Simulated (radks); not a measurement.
Valence configurations of the germanium ion Ge+ (all share [Ar]). All-electron calculation, scalar-relativistic Kohn-Sham, PBE, spin-polarised, spherical densities, point nucleus; open shells are filled with parallel spins first. Program: a radial shooting solver on a logarithmic mesh with Libxc functionals. Energies are relative to 3d10 4s2 4p1; eigenvalues in eV for spin up.

valence,E (eV),moment (Bohr magnetons),e(3d),e(4p),e(4s)
3d10 4s2 4p1,0.000,1,-38.321,-11.671,-20.274
3d10 4s1 4p2,6.792,3,-39.877,-12.973,-21.872
3d9 4s2 4p2,30.104,3,-49.279,-13.938,-23.522
3d9.5 4s2 4p1.5,14.150,2,-43.732,-12.831,-21.932
3d10 4s1.5 4p1.5,3.603,2,-39.141,-12.378,-21.124
3d10 4p3,15.751,3,-41.485,-13.689,-

NIST lists [Ar] 3d10 4s2 4p1 as the ground configuration; this level of theory agrees among the configurations tried. The energies are those of spherical high-spin densities, not of single terms.
